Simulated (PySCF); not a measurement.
# Ru³⁺ (ruthenium, charge +3) across methods

[Kr] 4d5, high-spin 6S determinant. Computed with PySCF 2.14 in aug-cc-pVTZ-PP with ECP28MDF (6s6p5d3f2g, 88 functions), with scalar relativity through the core potential.

```json
{"method": "TPSSh", "E (hartree)": "-92.5308", "mean ε 4p α (eV)": "-84.523", "mean ε 4p β (eV)": "-79.315", "mean ε 4d α (eV)": "-39.541", "Σ⟨r²⟩ (bohr²)": "22.90", "⟨S²⟩": "8.750"}
{"method": "B3LYP", "E (hartree)": "-92.5716", "mean ε 4p α (eV)": "-85.836", "mean ε 4p β (eV)": "-80.309", "mean ε 4d α (eV)": "-40.303", "Σ⟨r²⟩ (bohr²)": "22.93", "⟨S²⟩": "8.750"}
{"method": "r2SCAN", "E (hartree)": "-92.6047", "mean ε 4p α (eV)": "-84.504", "mean ε 4p β (eV)": "-78.842", "mean ε 4d α (eV)": "-39.245", "Σ⟨r²⟩ (bohr²)": "22.81", "⟨S²⟩": "8.750"}
{"method": "PBE0", "E (hartree)": "-92.5537", "mean ε 4p α (eV)": "-86.711", "mean ε 4p β (eV)": "-80.676", "mean ε 4d α (eV)": "-40.837", "Σ⟨r²⟩ (bohr²)": "22.89", "⟨S²⟩": "8.750"}
{"method": "BP86", "E (hartree)": "-92.6065", "mean ε 4p α (eV)": "-82.507", "mean ε 4p β (eV)": "-78.396", "mean ε 4d α (eV)": "-38.783", "Σ⟨r²⟩ (bohr²)": "22.96", "⟨S²⟩": "8.750"}
{"method": "UHF", "E (hartree)": "-92.06597", "mean ε 4p α (eV)": "-98.474", "mean ε 4p β (eV)": "-86.587", "mean ε 4d α (eV)": "-46.186", "Σ⟨r²⟩ (bohr²)": "22.75", "⟨S²⟩": "8.750"}
{"method": "B97-3", "E (hartree)": "-92.5670", "mean ε 4p α (eV)": "-86.877", "mean ε 4p β (eV)": "-80.975", "mean ε 4d α (eV)": "-40.732", "Σ⟨r²⟩ (bohr²)": "22.81", "⟨S²⟩": "8.750"}
{"method": "LDA", "E (hartree)": "-92.3084", "mean ε 4p α (eV)": "-82.394", "mean ε 4p β (eV)": "-78.191", "mean ε 4d α (eV)": "-38.805", "Σ⟨r²⟩ (bohr²)": "23.14", "⟨S²⟩": "8.750"}
```

Problem. Estimate the same row for PBE.

Solution. E (hartree) = -92.5464; mean ε 4p α (eV) = -82.489; mean ε 4p β (eV) = -78.193; mean ε 4d α (eV) = -38.779; Σ⟨r²⟩ (bohr²) = 23.00; ⟨S²⟩ = 8.750.

Energies and moments cover only the electrons outside the core potential.
